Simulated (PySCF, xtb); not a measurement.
C3H6OS, SMILES [C@@H]1(C)OCS1.

Harmonic wavenumbers (cm⁻¹) from GFN2-xTB in xtb at its own minimum, in rising order: 60, 186, 276, 412, 565, 693, 777, 881, 925, 1006, 1069, 1092, 1104, 1118, 1170, 1206, 1296, 1388, 1458, 1462, 1471, 2887, 2915, 2940, 3032, 3044, 3049.

What does PBE0-D3(BJ)/def2-SVP run with PySCF 2.14.0 give at its own minimum? (Estimate from the structure and the level; the computed values follow.)

96, 246, 298, 438, 585, 680, 790, 909, 927, 1010, 1097, 1127, 1158, 1162, 1244, 1317, 1364, 1397, 1448, 1455, 1514, 3041, 3049, 3058, 3106, 3157, 3178. Paired by order, the mean absolute difference is 53 cm⁻¹ and the zero-point energies are 53.6 and 55.5 kcal/mol.
